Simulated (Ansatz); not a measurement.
CrN: state-averaged CASSCF

Calculated in Ansatz's Gaussian-basis code. State-averaged CASSCF with equal weights; occupations are averaged over the states; levels count from the state that is lowest in CASSCF. A minimal or small basis: far from the basis limit. No symmetry is imposed, so a solution can break that of the shape. No proof that the lowest CASSCF solution was found. The average may hold one member of a degenerate pair alone.

Geometry: bond length 1.5630 Å.

Basis def2-SVP, nonrelativistic, 10 orbitals frozen in the corrections; active space CAS(9,9). Averaged: 2 quartets.

CASSCF levels: quartet 0.00, quartet 3.02 eV.

Task: How does SC-NEVPT2 move them?

Result: quartet 0.00, quartet 2.82 eV, in the same order of listing. The lowest state stays.

Geometry: bond length 2.3445 Å.

Basis def2-SVP, nonrelativistic, 6 orbitals frozen in the corrections; active space CAS(9,9). Averaged: 2 quartets.

Task: Give the levels in order.

Result: 

```
  state  CASSCF (eV)  SC-NEVPT2 (eV)
quartet        0.000           0.000
quartet        0.724           0.704
```

Occupations: 1.99, 1.93, 1.06, 1.06, 1.01, 0.94, 0.94, 0.06, 0.01.
